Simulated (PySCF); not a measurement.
**Ge: excitation energy**

Ge [Ar] 3d10 4s2 4p2 (3P) → Ge [Ar] 3d10 4s1 4p3 (5S), as a difference of total energies. Computed with PySCF 2.14 in dyall-v2z, with no relativity, point nucleus. Correlated levels: valence: [Ar] 3d10 frozen; virtual orbitals above 40 to 60 times the deepest correlated orbital energy dropped. The calculations carry no spin-orbit coupling.

```tsv
method	excitation energy (cm⁻¹)
UHF	25821
MP2 (valence)	31870
SCS-MP2 (valence)	34571
CCSD (valence)	34151
CCSD(T) (valence)	34328
```

These non-relativistic numbers lack the scalar-relativistic shift.

Errors of the correlated levels include the incompleteness of this basis and the frozen core.

For comparison: 40958 cm⁻¹ (measured; NIST levels, between the centres of gravity of the two terms).
